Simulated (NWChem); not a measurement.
System: CH3BBrClO; SMILES ClB(Br)OC

Here is an NWChem input.

```
start job
memory heap 200 mb stack 900 mb global 1100 mb
geometry units angstroms noautosym nocenter noautoz
  B     -0.097544     0.604594     0.000000
  Cl     1.121541     1.883551     0.000000
  Br     0.500151    -1.254714     0.000000
  O     -1.379101     0.960768     0.000000
  C     -2.534259     0.120264     0.000000
  H     -3.120413     0.356833     0.891641
  H     -3.120413     0.356833    -0.891641
  H     -2.263529    -0.938025     0.000000
end
basis spherical
  B library def2-tzvp
  Cl library def2-tzvp
  Br library def2-tzvp
  O library def2-tzvp
  C library def2-tzvp
  H library def2-tzvp
end
dft
  xc hfexch
  iterations 150
  semidirect filesize 400000000
end
property
  efieldgrad
end
task dft property
```

Output (shortened):

```
             Northwest Computational Chemistry Package (NWChem) 7.3.0
             --------------------------------------------------------

                             Geometry "geometry" -> ""
                             -------------------------

 Output coordinates in angstroms (scale by  1.889725989 to convert to a.u.)

  No.       Tag          Charge          X              Y              Z
 ---- ---------------- ---------- -------------- -------------- --------------
    1 B                    5.0000    -0.09754400     0.60459400     0.00000000
    2 Cl                  17.0000     1.12154100     1.88355100     0.00000000
    3 Br                  35.0000     0.50015100    -1.25471400     0.00000000
    4 O                    8.0000    -1.37910100     0.96076800     0.00000000
    5 C                    6.0000    -2.53425900     0.12026400     0.00000000
    6 H                    1.0000    -3.12041300     0.35683300     0.89164100
    7 H                    1.0000    -3.12041300     0.35683300    -0.89164100
    8 H                    1.0000    -2.26352900    -0.93802500     0.00000000

 Effective nuclear repulsion energy (a.u.)     376.1983925023

  xc_inp: hfexch multiplicative factor not found.
                              NWChem Property Module
                              ----------------------

  itol2e modified to match energy
  convergence criterion.

                                 NWChem DFT Module
                                 -----------------

 Summary of "ao basis" -> "ao basis" (spherical)
 ------------------------------------------------------------------------------
       Tag                 Description            Shells   Functions and Types
 ---------------- ------------------------------  ------  ---------------------
 B                         def2-tzvp                11       31   5s3p2d1f
 Cl                        def2-tzvp                13       37   5s5p2d1f
 Br                        def2-tzvp                16       48   6s5p4d1f
 O                         def2-tzvp                11       31   5s3p2d1f
 C                         def2-tzvp                11       31   5s3p2d1f
 H                         def2-tzvp                 4        6   3s1p

  itol2e modified to match energy
  convergence criterion.

            General Information
            -------------------
          SCF calculation type: DFT
          Wavefunction type:  closed shell.
          No. of atoms     :     8
          No. of electrons :    74
           Alpha electrons :    37
            Beta electrons :    37
          Charge           :     0
          Spin multiplicity:     1
          Use of symmetry is: off; symmetry adaption is: off
          Maximum number of iterations: 150
          AO basis - number of functions:   196
                     number of shells:    74
          Convergence on energy requested:  1.00D-07
          Convergence on density requested:  1.00D-05
          Convergence on gradient requested:  5.00D-04

              XC Information
              --------------
                     Hartree-Fock (Exact) Exchange  1.000

      Superposition of Atomic Density Guess
      -------------------------------------

 Sum of atomic energies:       -3170.36646458

      Non-variational initial energy
      ------------------------------

 Total energy =   -3172.273467
 1-e energy   =   -5154.427849
 2-e energy   =    1605.955989
 HOMO         =      -0.384276
 LUMO         =       0.062143

------------------------------------------------------------
EAF file 0: "./job.aoints.0" size=399507456 bytes
------------------------------------------------------------
               write      read    awrite     aread      wait
               -----      ----    ------     -----      ----
     calls:      762         0         0         0         0
   data(b): 4.00e+08  0.00e+00  0.00e+00  0.00e+00
   time(s): 0.00e+00  0.00e+00  0.00e+00  0.00e+00  0.00e+00
rate(mb/s): 0.00e+00  0.00e+00
------------------------------------------------------------

[...]

          -----------------------
          Electric field gradient
          -----------------------

 1 a.u. = 0.324123 10**(16) esu/cm**3  ( or statvolts/cm**2 ) = 0.97174 10**(22) v/m**2

 ------------------------------------------------------------
   Atom      X         Y         Z
 ------------------------------------------------------------
    1 B   -0.18433   1.14252   0.00000
 ------------------------------------------------------------

 Electric field gradient in molecular frame (a.u.)
         XX             YY             ZZ             XY             XZ             YZ
 ------------------------------------------------------------------------------------------
        0.240883       0.068513      -0.309395      -0.002196       0.000000      -0.000000

 Principal components (a.u.) and orientation
 of principal axis w.r.t. absolute frame                      Asymmetry parameter eta
 --------------------------------------------------------------------------------------
       -0.309395       0.240911       0.068485                       0.557299

        0.000000       0.999919       0.012736
        0.000000      -0.012736       0.999919
        1.000000       0.000000       0.000000

 ------------------------------------------------------------
   Atom      X         Y         Z
 ------------------------------------------------------------
    2 Cl   2.11941   3.55940   0.00000
 ------------------------------------------------------------

 Electric field gradient in molecular frame (a.u.)
         XX             YY             ZZ             XY             XZ             YZ
 ------------------------------------------------------------------------------------------
       -0.164936      -0.586334       0.751271      -2.054256      -0.000000      -0.000000

 Principal components (a.u.) and orientation
 of principal axis w.r.t. absolute frame                      Asymmetry parameter eta
 --------------------------------------------------------------------------------------
       -2.440668       1.689398       0.751271                       0.384373

        0.670063       0.742304       0.000000
        0.742304      -0.670063       0.000000
        0.000000       0.000000       1.000000

 ------------------------------------------------------------
   Atom      X         Y         Z
 ------------------------------------------------------------
    3 Br   0.94515  -2.37107   0.00000
 ------------------------------------------------------------

 Electric field gradient in molecular frame (a.u.)
         XX             YY             ZZ             XY             XZ             YZ
 ------------------------------------------------------------------------------------------
        2.221831      -3.850605       1.628774       2.205157       0.000000       0.000000

 Principal components (a.u.) and orientation
 of principal axis w.r.t. absolute frame                      Asymmetry parameter eta
 --------------------------------------------------------------------------------------
       -4.566898       2.938124       1.628774                       0.286704

       -0.308937       0.951083      -0.000000
        0.951083       0.308937      -0.000000
        0.000000       0.000000       1.000000

 ------------------------------------------------------------
   Atom      X         Y         Z
 ------------------------------------------------------------
    4 O   -2.60612   1.81559   0.00000
 ------------------------------------------------------------

 Electric field gradient in molecular frame (a.u.)
         XX             YY             ZZ             XY             XZ             YZ
 ------------------------------------------------------------------------------------------
       -1.227089       0.541809       0.685280      -0.744028       0.000000      -0.000000

 Principal components (a.u.) and orientation
 of principal axis w.r.t. absolute frame                      Asymmetry parameter eta
 --------------------------------------------------------------------------------------
       -1.498420       0.813140       0.685280                       0.085330

        0.939479      -0.342608       0.000000
        0.342608       0.939479       0.000000
        0.000000       0.000000       1.000000

 ------------------------------------------------------------
   Atom      X         Y         Z
 ------------------------------------------------------------
    5 C   -4.78906   0.22727   0.00000
 ------------------------------------------------------------

 Electric field gradient in molecular frame (a.u.)
         XX             YY             ZZ             XY             XZ             YZ
 ------------------------------------------------------------------------------------------
       -0.274367       0.021039       0.253328      -0.369519      -0.000000       0.000000

 Principal components (a.u.) and orientation
 of principal axis w.r.t. absolute frame                      Asymmetry parameter eta
 --------------------------------------------------------------------------------------
       -0.524609       0.271281       0.253328                       0.034222

        0.827999      -0.560730       0.000000
        0.560730       0.827999      -0.000000
        0.000000       0.000000       1.000000

 ------------------------------------------------------------
   Atom      X         Y         Z
 ------------------------------------------------------------
    6 H   -5.89673   0.67432   1.68496
 ------------------------------------------------------------

 Electric field gradient in molecular frame (a.u.)
         XX             YY             ZZ             XY             XZ             YZ
 ------------------------------------------------------------------------------------------
        0.014814       0.128590      -0.143404       0.039864       0.194263      -0.083197

[...]
```

Level: Hartree-Fock/def2-TZVP. Geometry: optimised at B3LYP/6-31G* (spherical d). NWChem prints the field gradient with the sign opposite to the second derivative of the potential.
